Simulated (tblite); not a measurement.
A tight-binding relaxation on `CN(C)N1CCCC1`.

Computed with GFN2-xTB geometry optimisation, gas phase (tblite 0.8.0). Start geometry: from a force field or distance geometry. The command runs a driver script over a list of jobs; the input below is this job's line of settings and its coordinates in Å.

Command:
```bash
OMP_NUM_THREADS=1 python probes_run.py task.json out
```

Input:
```
{"job": {"kind": "relax", "xc": "GFN2-xTB", "basis": "xTB"}, "charge": 0, "multiplicity": 1}
C     -1.593600     1.678100    -0.173200
N     -1.258500     0.333100     0.164900
C     -2.292600    -0.627300     0.065500
N      0.009700    -0.024100     0.096000
C      0.882800    -0.005300     1.219700
C      2.215200     0.179400     0.491800
C      1.992900    -0.599200    -0.799400
C      0.518000    -0.975900    -0.795400
H     -1.368400     1.927800    -1.239000
H     -2.646800     1.951400     0.057900
H     -0.950300     2.338100     0.450900
H     -2.872200    -0.655500     1.029200
H     -1.999800    -1.652900    -0.143200
H     -3.002300    -0.314300    -0.753100
H      0.698100     0.777000     1.971200
H      0.935500    -1.036500     1.652800
H      3.067800    -0.217500     1.070900
H      2.298200     1.273500     0.300800
H      2.650100    -1.475000    -0.876400
H      2.143700     0.126300    -1.605500
H      0.478200    -2.008500    -0.371300
H      0.083700    -0.973200    -1.815900
```

Output:
```
step      E/eV     max force
  0    -701.50281    2.161
  1    -701.74728    0.943
  2    -701.84628    0.611
  3    -701.90252    0.565
  4    -701.96168    0.427
  5    -701.98646    0.376
  6    -702.00507    0.312
  7    -702.01785    0.290
  8    -702.02865    0.221
  9    -702.03621    0.192
... (54 lines left out)
 64    -702.43654    0.044
 65    -702.43692    0.045
 66    -702.43722    0.028
 67    -702.43742    0.028
 68    -702.43755    0.026
 69    -702.43766    0.019
 70    -702.43777    0.016
 71    -702.43782    0.013
 72    -702.43785    0.012
 73    -702.43787    0.009
```

«max force» is the largest atomic force in eV/Å.

Problem. From which step on does the largest force stay under 0.1 eV/Å, and how much energy is left to gain from there?

Solution. From step 60 (0.078 eV/Å), 6.1 meV above the end.

In short: energy lowered by 21.6 kcal/mol over 73 steps; largest atomic force 0.009 eV/Å at the end.

Problem. Give the final coordinates.

Solution. 0.636 Å rms from the input after alignment:
```
atom  x, y, z in Å
C1    -1.8650    1.5778   -0.3633
N2    -1.2713    0.5187    0.4253
C3    -2.0707   -0.6944    0.4014
N4     0.0913    0.3851    0.1306
C5     0.9067   -0.0733    1.2379
C6     2.2940   -0.1250    0.6064
C7     2.0203   -0.5631   -0.8441
C8     0.5055   -0.3984   -1.0293
H9    -2.0430    1.2900   -1.4102
H10   -2.8178    1.8550    0.0861
H11   -1.1953    2.4340   -0.3403
H12   -3.0111   -0.4868    0.9102
H13   -1.5519   -1.4802    0.9480
H14   -2.2972   -1.0503   -0.6152
H15    0.8301    0.6336    2.0640
H16    0.6102   -1.0720    1.6018
H17    2.9602   -0.8098    1.1275
H18    2.7364    0.8700    0.6200
H19    2.3139   -1.5998   -1.0051
H20    2.5743    0.0555   -1.5478
H21    0.0215   -1.3874   -1.0607
H22    0.2485    0.1402   -1.9441
```

The run took 0.49 s wall on one thread, Arm Neoverse V1 (aarch64), shared host with 32 logical CPUs at a one-minute load of 11.
Labels such as C1 count atoms from 1, the log's own numbers from 0.
